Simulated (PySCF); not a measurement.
Isomers of CH2N2Si. Isolated molecules, 0 K electronic values unless said otherwise. Strings in code marks are SMILES.

Method: PySCF 2.14.0 with PBE-D3(BJ)/def2-TZVP // CAM-B3LYP-D3(BJ)/def2-TZVP. All candidates: neutral, multiplicity 1. Excitations are Tamm–Dancoff values on a coarser integration grid. The basis has no diffuse functions, so Rydberg states are missing or too high.

```json
{
 "S1 excitation (TDA)": "3.57 eV",
 "T1 excitation (TDA)": "3.09 eV",
 "HOMO": "-6.90 eV"
}
```

Identify which member has these values.
A. `N#CN=[SiH2]`
B. `[H]/N=[si]1/cn1`
C. `[H]/N=[SiH]/C#N`

C, `[H]/N=[SiH]/C#N`. The others give `N#CN=[SiH2]`: 2.68 eV, 2.42 eV, -6.40 eV; `[H]/N=[si]1/cn1`: 3.26 eV, 2.51 eV, -5.84 eV
